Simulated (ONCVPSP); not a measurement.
## La (Z = 57): one change to an ONCV potential, before and after

```json
{
 "Element": "La",
 "Generator": "ONCVPSP 4.0.1",
 "Type": "optimised norm-conserving Vanderbilt (ONCV)",
 "Functional": "PBEsol",
 "Relativity": "fully relativistic",
 "Frozen core": "[Kr] 4d10",
 "Valence charge": "11",
 "Reference configuration": "5s2 5p6 5d1 6s1 (charge +1)",
 "Partial waves": "5s+6s: rc 2.45 bohr, ncon 3, nbas 7, qcut 5.5 1/bohr, 2 projectors; 5p: rc 3.05 bohr, ncon 4, nbas 7, qcut 4.1 1/bohr, 2 projectors, debl 2.6 Ha; 5d: rc 2.90 bohr, ncon 4, nbas 8, qcut 3.7 1/bohr, 2 projectors, debl 1.1 Ha; f scattering state at 0.17 Ha: rc 2.35 bohr, ncon 3, nbas 7, qcut 4.7 1/bohr, 3 projectors, debl 3.5 Ha",
 "Local potential": "polynomial inside 1.80 bohr (lpopt 5, dvloc0 1 Ha)",
 "Core correction": "Teter function, fcfact 5.5, rcfact 1.05"
}
```

Open shells are filled in proportion to 2j + 1.

In the p channel the program set the typed energies aside and used -1.008, 0.050 Ha (j = l + 1/2; the other j can differ). In the f channel the program set the typed energies aside and used -0.371, 3.129, 6.629 Ha (j = l + 1/2; the other j can differ).

All-electron outer shells of the reference configuration (PBEsol, scalar-relativistic, ld1.x):

```csv
shell,level (eV),outermost node (bohr),outermost maximum (bohr)
5s,-44.79,0.77,1.41
5p,-28.22,0.83,1.58
5d,-8.53,0.95,2.19
6s,-8.37,1.85,3.60
```

Change: all radii but the core radius scaled by about 0.85 (s 2.10, p 2.60, d 2.48, f 2.00 bohr); local potential polynomial inside 1.54 bohr (lpopt 5, dvloc0 1 Ha). In the f channel the program set the typed energies aside and used -0.371, 3.129, 6.629 Ha (j = l + 1/2; the other j can differ).

Cutoffs: the cutoffs (Ha) at which the residual kinetic energy of the hardest occupied pseudo-wave falls to 1 and 0.1 mHa per electron; they do not see the model core or the augmentation charge, which bear on the density cutoff. Errors are all-electron minus pseudo energies relative to the spin-unpolarised reference configuration.

Question: How do hardness, ghosts and transferability respond?

Answer: The potential gets harder (9.4 Ha and 11 Ha → 11 Ha and 13 Ha); the lowest positive-energy flag moves from s at 89.9 eV to s at 49.1 eV; of the 4 tests that both files solve, the error grows in 1 and shrinks in 1 by more than 15 % and 0.3 meV (median size 0.5 → 2.0 meV); neither file shows a bound ghost. A smaller radius makes the pseudo-wave follow the all-electron one further in, where it bends more sharply, so more plane waves are needed.

| quantity | base | changed |
| --- | --- | --- |
| cutoff, loose | 9.4 Ha | 11 Ha |
| cutoff, tight | 11 Ha | 13 Ha |
| loose cutoff by channel | s 9.4 Ha, p 5.5 Ha, d 5.6 Ha | s 11 Ha, p 5.2 Ha, d 5.8 Ha |
| bound ghosts | none | none |
| GHOST(+) flags under 300 eV | s at 89.9 eV | s at 49.1 eV |
| error for 5s2 5p6 5d1 6s2, meV [ΔE -6.00 eV] | -0.4 | -0.3 |
| error for 5s2 5p6 5d1 6s0, meV [ΔE 10.85 eV] | -0.6 | -0.3 |
| error for 5s2 5p6 5d0 6s0, meV [ΔE 29.74 eV] | +7.8 | +3.7 |
| error for 5s2 5p6 5d1 6s0 6p1, meV [ΔE 2.97 eV] | 0.0 | +5.1 |
| rms error of d²Exc/dni dnj with the model core, mHa | 4.54 | 4.73 |

Base: The cutoffs count occupied waves only; projector 2 of the f channel, the hardest unoccupied one, needs 102 Ha at the loose tolerance. These tests converged, but a pseudo level misses the all-electron one widely, so the file describes the atom poorly there or has found another state: 5s2 5p6 5d1 6s0 6p1: empty 6s by 4.5 eV. Changed file: The cutoffs count occupied waves only; projector 2 of the f channel, the hardest unoccupied one, needs 112 Ha at the loose tolerance. These tests converged, but a pseudo level misses the all-electron one widely, so the file describes the atom poorly there or has found another state: 5s2 5p6 5d1 6s0 6p1: empty 6s by 4.5 eV.
